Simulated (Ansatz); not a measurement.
A structure drawn as `O[SiH](O)[SiH2]F`, with this starting geometry:

Cartesian coordinates in Å:
```
O -1.572 -0.132 -1.174
Si -0.409 0.589 -0.285
O -1.187 1.137 1.069
Si 1.461 -0.754 0.266
F 0.865 -2.186 0.886
H -1.918 -1.003 -0.782
H 0.074 1.789 -1.051
H -1.848 1.831 0.912
H 2.200 -1.123 -1.036
H 2.334 -0.146 1.195
```

Charge 0, multiplicity 1.

Does it keep its bonds when Ansatz relaxes it at PBE-D4/def2-SVP and then PBE0-D4/def2-TZVP?

Yes, every drawn bond is still there and no new one forms.

Give the relaxed structure. (Best estimate.)

Computed: 
Z-matrix (Å, degrees):
```
Si
O 1 1.645
Si 1 2.353 2 105.0
O 1 1.646 2 113.6 3 119.6
H 1 1.485 2 110.7 3 -124.0
H 2 0.959 1 118.2 3 176.1
F 3 1.614 1 106.4 2 87.9
H 3 1.485 1 114.1 2 -30.9
H 3 1.488 1 111.9 2 -155.1
H 4 0.959 1 117.3 2 -71.4
```
All modes are real.

Atoms count as bonded under 1.1 times the sum of their covalent radii (H–H under 0.85 Å, pairs among N, O and F under 1.55 Å), and a drawn bond as lost past 1.3 times.
